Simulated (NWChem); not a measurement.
Species: CaH2S2; SMILES [SH][Ca][SH]

```xyz
5

Ca    -0.0151    -0.2530     0.6906
S     -0.0534    -2.8315     0.5143
H      0.4742    -2.8741    -0.7311
S     -0.2738     2.2411     0.0633
H     -1.4835     2.0917    -0.5244
```
Atoms are numbered in this order, from 1.

Results from NWChem. Pople sets run with spherical d functions. Geometry: optimised at PBE0/def2-SVP. Level: PBE0/6-31+G*; the question gives the wavelength of the field.

### Question
Predict the results for field 1065 nm. Quantities: isotropic polarisability (bohr³); anisotropy (bohr³).

### Answer
The isotropic polarisability (bohr³) is 69.6 and the anisotropy (bohr³) is 37.7.
